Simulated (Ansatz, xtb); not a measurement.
**Relative energy of two conformers of BrClFH2Si2+**

Structure X: `F[Si+](Br)[SiH2]Cl`, a singlet. Structure Y: `F[Si+](Br)[SiH2]Cl`, a singlet. Both are isolated ions in the gas phase, relaxed with r2SCAN-D4/def2-SVP.

X (Å):

```xyz
7

Br    0.9551   -2.5678    0.3804
Cl   -0.6270    2.6796    1.1846
F    -1.3968   -0.5752   -0.1744
Si    0.0356   -0.6490    0.5104
Si    0.8722    1.3617    1.5351
H     2.1243    1.6185    0.7840
H     1.0414    0.9637    2.9531
```

Y (Å):

```yaml
atoms:
  - { symbol: Br, position_ang: [-1.6026, 1.7923, 0.5539] }
  - { symbol: Cl, position_ang: [-1.0518, -2.5954, 1.0121] }
  - { symbol: F, position_ang: [-1.7851, -0.0957, -1.9405] }
  - { symbol: Si, position_ang: [-0.9423, 0.1362, -0.6116] }
  - { symbol: Si, position_ang: [0.4980, -1.6213, 0.0766] }
  - { symbol: H, position_ang: [1.4959, -1.0528, 1.0079] }
  - { symbol: H, position_ang: [0.9861, -2.3022, -1.1421] }
```

Which of the two would you expect CCSD(T)/def2-SVP + ΔMP2/def2-TZVPP electronic energies to favour?

Too close to call at this level: CCSD(T)/def2-SVP + ΔMP2/def2-TZVPP gives E(Y) − E(X) = +0.56 kcal/mol.

The same difference at several levels:

| level | geometry | E(Y) − E(X) (kcal/mol) | departure from the last row (kcal/mol) | job, with rough time for the two |
| --- | --- | --- | --- | --- |
| r2SCAN-D4/def2-SVP | r2SCAN-D4/def2-SVP | +0.11 | −0.45 | optimisation, 2.1 min |
| HF/def2-SVP | r2SCAN-D4/def2-SVP | +1.00 | +0.43 | part of the CCSD(T) run |
| MP2/def2-SVP | r2SCAN-D4/def2-SVP | +0.80 | +0.24 | part of the CCSD(T) run |
| CCSD(T)/def2-SVP | r2SCAN-D4/def2-SVP | +0.89 | +0.32 | single point |
| CCSD(T)/def2-SVP + ΔMP2/def2-TZVPP | r2SCAN-D4/def2-SVP | +0.56 |  | single point, 44 s |

The largest departure from CCSD(T)/def2-SVP + ΔMP2/def2-TZVPP is that of r2SCAN-D4/def2-SVP, 0.45 kcal/mol. Levels run at GFN2-xTB geometries aren't shown. The last row adds to CCSD(T) the change of the MP2 difference between the two basis sets, here −0.32 kcal/mol.

With harmonic frequencies from r2SCAN-D4/def2-SVP (ideal gas, rigid rotor, one conformer each, 298.15 K, 1 atm): on the last row, ΔE + ΔZPE = +0.60 kcal/mol. A mode under 50 cm⁻¹ makes harmonic enthalpies and free energies unreliable, so none is given.

The correlated steps freeze 25 core orbitals; the filled d shell of Br is correlated, in a basis made for valence electrons. Run with Ansatz 0.2.0; the last row on 2 threads of Intel(R) Xeon(R) Platinum 8375C CPU @ 2.90GHz (Ice Lake) on a shared host.
